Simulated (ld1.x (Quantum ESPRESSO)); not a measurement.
Cutoff test, Mn (Z = 25), PAW

manganese, PAW, made with ld1.x (Quantum ESPRESSO) 7.5 (BLYP, scalar-relativistic). Core [Ne], reference 3s2 3p6 3d5 4s1 4p0 (charge +1). Waves: 3s (bound): rcut 1.30, rcutus 1.45 bohr; 4s (bound): rcut 1.30, rcutus 1.45 bohr; 3p (bound): rcut 1.50, rcutus 1.80 bohr; 4p (bound, empty): rcut 1.50, rcutus 1.80 bohr; 3d (bound): rcut 2.05, rcutus 2.15 bohr; 3d channel at -0.6 Ry: rcut 2.05, rcutus 2.15 bohr. Local part: all-electron potential smoothed inside 1.95 bohr (lloc = -2). Core correction: Bessel-smoothed model core, default radius (core density twice the valence density). Augmentation charge: BESSEL, radius 1.40 bohr.

The pseudo-atom Hamiltonian at the reference potential is diagonalised in spherical Bessel functions j_l(qr) that vanish at 20 bohr, with q² up to the cutoff. All-electron valence levels (Ry): 3s -6.8996, 4s -0.8782, 3p -4.6068, 4p -0.5327, 3d -1.0920.

How do the lowest levels (Ry) of each channel move with the cutoff, and are there ghosts?

```
cutoff (Ry)     s #1     s #2     p #1     p #2     d #1     f #1    f #2  Σ f·Δε (mRy)
          8  -6.4793  -0.7441  -4.2276  -0.4151  -0.8891  -0.0620  0.0379        4264.8
         12  -6.7700  -0.7878  -4.5036  -0.4396  -1.0420  -0.0620  0.0379        1219.0
         18  -6.8786  -0.8205  -4.5924  -0.4561  -1.0876  -0.0620  0.0379         208.4
         25  -6.8968  -0.8433  -4.6057  -0.4747  -1.0917  -0.0620  0.0379          49.0
         30  -6.8989  -0.8591  -4.6063  -0.4958  -1.0917  -0.0620  0.0379          25.2
         40  -6.8992  -0.8761  -4.6066  -0.5288  -1.0920  -0.0620  0.0379           4.6
         50  -6.8996  -0.8780  -4.6067  -0.5315  -1.0920  -0.0620  0.0379           0.9
         60  -6.8996  -0.8780  -4.6067  -0.5321  -1.0920  -0.0620  0.0379           0.7
        400  -6.8997  -0.8782  -4.6068  -0.5328  -1.0920  -0.0620  0.0379           0.0
```

Result: no extra level below or beside the all-electron valence levels (s, p, d, f tested); 10 mRy is reached at 40 Ry and 1 mRy at 50 Ry.

Test run stopped at test 5 of 7 (negative rho), 2 before it not solved.
